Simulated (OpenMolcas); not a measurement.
## Tm3+: ligand-field states by method

Tm3+ with its 6 nearest chloride ions at 2.633 Å, on the Y site of Cs2NaYCl6 (a = 10.7396 Å, distance in the model lattice 2.619 Å). The rest of the host is ab initio model potentials to 7.6 Å, with orthogonalisation functions on the cations behind the ligands, and point charges beyond; the distance is set by hand and nothing relaxes. Ligand basis ANO-RCC-VDZP.
```
Tm    0.0000    0.0000    0.0000
Cl    2.6330    0.0000    0.0000
Cl    0.0000    2.6330    0.0000
Cl   -2.6330    0.0000    0.0000
Cl    0.0000   -2.6330    0.0000
Cl    0.0000    0.0000    2.6330
Cl    0.0000    0.0000   -2.6330
```

```
Program             : OpenMolcas
Basis               : ANO-RCC-VDZP [7s6p4d2f1g]
Scalar Hamiltonian  : DKH2, point nucleus
Active space        : 12 electrons in 7 orbitals (4f)
State averaging     : 2S+1 = 3 even, 21 roots; 2S+1 = 1 even, 27 roots kept (CI in the orbitals of an earlier block)
Spin-orbit coupling : RASSI with atomic mean-field integrals over the reference wave functions
```

I. CASSCF
II. SS-CASPT2, IPEA 0.25 Eh, imaginary shift 0.1 Eh (closed shells correlated: 5s 5p and the ligand valence shells)

Spin-free states (labels of O, the rotations of Oh) in cm-1, each column counted from its own energy of the first state listed:

| State | Degeneracy | I | II |
| --- | --- | --- | --- |
| 3T1 | 3 | 0 | 0 |
| 3E | 2 | 50 | 100 |
| 3T2 | 3 | 108 | 150 |
| 3T1 | 3 | 237 | 360 |
| 3T2 | 3 | 7993 | 6540 |
| 3A2 | 1 | 7997 | 6620 |
| 3T1 | 3 | 8041 | 6640 |
| 1T2 | 3 | 8862 | 9230 |
| 1E | 2 | 9177 | 9740 |
| 1T1 | 3 | 9196 | 8780 |
| 1A1 | 1 | 9224 | 9890 |
| 1E | 2 | 27847 | 25190 |
| 1T2 | 3 | 28039 | 25420 |
| 1E | 2 | 33739 | 31880 |
| 1T2 | 3 | 33755 | 32650 |
| 1A2 | 1 | 33816 | 31450 |
| 1T2 | 3 | 33947 | 32010 |
| 1T1 | 3 | 33991 | 31970 |
| 1A1 | 1 | 34028 | 32010 |
| 3T1 | 3 | 37006 | 32670 |

From I to II, I's first state of another spin (1T2) moves from 8862 to 9230 cm-1, by about +370 cm-1. In II another state of that kind comes below it.

With spin-orbit coupling the lowest J multiplet is 197 (I), 298 (II) cm-1 wide, a factor of 1.51 from I to II.

χT at 300 K: I 7.08, II 7.04 cm3 K/mol.

Roots that are degenerate in the reference are averaged as groups; the widest CASPT2 spread within a group is 69 cm-1 (the 3-fold group of multiplicity 1 near 32000 cm-1 above the lowest state of its run, II). Shifts and gaps below about the spread of the groups concerned are not significant. Over all roots computed the reference weight is 0.65 in II; a low but even weight reflects the number of correlated electrons. Without dynamic correlation the ligand-field splitting of an f shell can come out too small, at times by half (holds for I). Splittings of an f shell from a small cluster at a set distance can be off by tens of per cent, mostly too small (holds for II). No measured value stands beside these numbers; the geometry was set by hand and not optimised.
